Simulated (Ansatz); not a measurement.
```yaml
crystal:
  periodic: [false, false, false]
  atoms:
    - {symbol: Se, position_ang: [-2.326620, 0.454152, 0.673546]}
    - {symbol: Si, position_ang: [-0.282719, 0.434136, -0.358232]}
    - {symbol: N, position_ang: [1.037467, -0.362767, 0.476450]}
    - {symbol: Al, position_ang: [0.913714, -1.443116, -0.930493]}
    - {symbol: H, position_ang: [-2.318771, 1.906480, 0.890709]}
    - {symbol: H, position_ang: [-0.047946, 1.857268, -0.730429]}
    - {symbol: H, position_ang: [1.487720, -0.145204, 1.353696]}
    - {symbol: H, position_ang: [1.629254, -2.758049, -1.431047]}
basis:
  gaussian: {orbitals: def2-TZVPD}
hamiltonian: {xc: {name: r2SCAN50}, dispersion: d4}
output: {forces: true}
```

```sh
$ ansatz run in.yaml --threads 4 --pin off --events-out ev --progress --plain --max-ram 10444MiB
```

It prints (some lines left out):

```
Functional definition: r2SCAN50
1515 factors; their error is unknown
mean field evaluation 1: about -81370.4446 eV, gradient 5.6e1 eV
mean field evaluation 2: about -81361.5768 eV, gradient 7.9e1 eV
mean field evaluation 4: about -81376.9346 eV, gradient 2.2e0 eV
mean field evaluation 8: about -81376.9454 eV, gradient 3.8e-2 eV
mean field evaluation 16: about -81377.5730 eV, gradient 1.3e-4 eV
mean field -81377.57300799 eV, -2990.5706483435 hartree, gradient 4.7e-5 eV, S^2 0.000000; 0 other end points of the search recorded, 0 dependent functions left out
reference -81377.57302004 eV, -2990.5706487864 hartree; 36, 36 occupied and 180, 180 virtual orbitals, 1515 factors
Total energy: -81377.64152740 eV, -2990.5731663853 hartree
Atom 0 at    -2.326620     0.454152     0.673546 Å, force     0.192573     0.333012    -0.049157 eV/Å
Atom 1 at    -0.282719     0.434136    -0.358232 Å, force     0.255970    -0.087610     0.189359 eV/Å
Atom 2 at     1.037467    -0.362767     0.476450 Å, force    -0.152254     0.071742    -0.107651 eV/Å
Atom 3 at     0.913714    -1.443116    -0.930493 Å, force     0.057746     0.169350     0.293378 eV/Å
Atom 4 at    -2.318771     1.906480     0.890709 Å, force    -0.006026    -0.323665    -0.042333 eV/Å
Atom 5 at    -0.047946     1.857268    -0.730429 Å, force    -0.047814    -0.230365     0.063664 eV/Å
Atom 6 at     1.487720    -0.145204     1.353696 Å, force    -0.204189    -0.098213    -0.393721 eV/Å
Atom 7 at     1.629254    -2.758049    -1.431047 Å, force    -0.096005     0.165748     0.046462 eV/Å
Dipole moment:     0.402018    -0.098317    -0.058446 e Å
```

It took 6 s on 4 threads of an Arm Neoverse V2 on a shared host, with 0.74 GiB of host memory at the peak.
